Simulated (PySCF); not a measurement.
Structure problem from calculated spectra and properties.

Formula: C3H12N2OSi.

* Dipole: 1.75 D [CAM-B3LYP/def2-SVPD]
* Rotational structure: rotational constants A, B, C: 4.083, 1.099, 0.963 GHz [GFN2-xTB]
* Polarisability: 81.8 au [CAM-B3LYP/def2-SVPD]
* Triplet: lowest triplet excitation (Tamm–Dancoff): 5.75 eV [TDA CAM-B3LYP/def2-SVPD]
* 1H NMR: chemical shifts (computed TMS as zero) by class: 4.87 (1 H), 4.15 (1 H), 3.83 (1 H), 2.69 (3 H), 1.25 (3 H), 0.56 (2 H), 0.33 (1 H) ppm [GIAO PBE0/pcSseg-1]
* 13C NMR: chemical shifts (computed TMS as zero) by class: 60.1 (1 C), 28.3 (1 C), 20.7 (1 C) ppm [GIAO PBE0/pcSseg-1]
* NMR, other nuclei: isotropic shieldings of nuclei other than C and H, by class: 239 (1 N), 243 (1 N), 285 (1 O), 391 (1 Si) ppm [GIAO PBE0/pcSseg-1]
* UV, strongest line: among the 8 lowest singlet transitions: S2 at 6.67 eV (186 nm, f = 0.031) [TDDFT CAM-B3LYP/def2-SVPD]

Electronic properties: PySCF, gas phase, density fitting. Levels stand in brackets. One conformer (not necessarily the lowest) at the GFN2-xTB geometry, without solvent, vibrations or thermal averaging. NMR values are class means; diastereotopic atoms form classes of their own.

Question: Give a SMILES that accounts for the data.

Answer: Numbering: `[CH3:1][CH2:2][O:3][Si@H:4]([NH2:5])[NH:6][CH3:7]`. Its formula, C3H12N2OSi, gives 0 degrees of unsaturation, so no ring and no π bond. 3 carbons fall into 3 classes; from least to most shielded: sp3 carbon bound to oxygen [C2] (60.1 ppm), N-methyl carbon [C7] (28.3 ppm), methyl carbon [C1] (20.7 ppm). Hydrogen classes from least to most shielded: 1 H on an oxygen-bound silicon, Si4 (4.87 ppm), 1 H on an sp3 carbon bound to oxygen, C2 (4.15 ppm), 1 H on an sp3 carbon bound to oxygen, C2 (3.83 ppm), 3 H on an N-methyl carbon, C7 (2.69 ppm, a mean of values up to 0.5 ppm apart in this geometry), 3 H on a methyl carbon, C1 (1.25 ppm, a mean of values up to 0.6 ppm apart in this geometry), 2 H on a silicon-bound nitrogen, N5 (0.56 ppm), 1 H on a silicon-bound nitrogen, N6 (0.33 ppm). The other shieldings belong to: 239 ppm, silicon-bound nitrogen [N5]; 243 ppm, silicon-bound nitrogen [N6]; 285 ppm, silyl ether oxygen [O3]; 391 ppm, oxygen-bound silicon [Si4]. The optimised geometry has point group C1 and is an asymmetric top. Structure: `CCO[Si@H](N)NC`. Computed isomers that give other values at the same levels: `CNC[Si@@H](N)OC` (13C chemical shifts (computed TMS as zero) by class: 53.4 (1 C), 45.4 (1 C), 41.0 (1 C) ppm); `CCN[Si@@H](O)NC` (13C chemical shifts (computed TMS as zero) by class: 41.0 (1 C), 29.0 (1 C), 23.9 (1 C) ppm); `COCC[SiH](N)N` (13C chemical shifts (computed TMS as zero) by class: 73.9 (1 C), 61.0 (1 C), 20.0 (1 C) ppm). The assignments are read from this structure; whether some other isomer fits the data as well wasn't checked. The mirror image fits equally.

Conformer computed: `[CH3:1][CH2:2][O:3][Si@H:4]([NH2:5])[NH:6][CH3:7]`: C1–C2–O3–Si4 -179°, C2–O3–Si4–N5 49°, O3–Si4–N6–C7 -179°, H–N5–Si4–O3 -174°, H–N5–Si4–O3 50°.
